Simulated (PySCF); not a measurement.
(SnH3)3N.
Bonds: N1–Sn2, N1–Sn3, N1–Sn4. Hydrogens: H5, H6, H7 on Sn2; H8, H9, H10 on Sn3; H11, H12, H13 on Sn4.

Method: PBE0-D3(BJ)/def2-SVP geometry optimisation, gas phase, def2 core potentials past Kr (PySCF).

Problem. What internal coordinates does the optimisation give?

Solution. 
```
                   bond  length (Å)
 N1–Sn2, N1–Sn3, N1–Sn4       2.047
Sn2–H5 and 8 like bonds       1.718
```

Bonds in one row agree within 0.01 Å and their mean is given. A selection of angles:
```
     angle  degrees
Sn2–N1–Sn3    119.8
 N1–Sn2–H5    107.2
 N1–Sn2–H7    111.1
 H5–Sn2–H6    111.9
 H5–Sn2–H7    109.6
```

N1 (nitrogen bonded to 3 Sn) is planar (angles 120.3°, 119.8° and 119.6°, sum 359.7°, 0.06 Å off the plane of its three neighbours). All 3 N–Sn bonds measure 2.047 to 2.048 Å. Sn2 (tin bonded to N and 3 H) is tetrahedral (angles from 107.1° to 111.9°).

Point group: near C3v, missed by 0.22 Å at most; the miss may be what the optimiser left on a soft mode (Cs holds within 0.08 Å). Not checked by PBE0-D3(BJ)/def2-SVP frequencies.
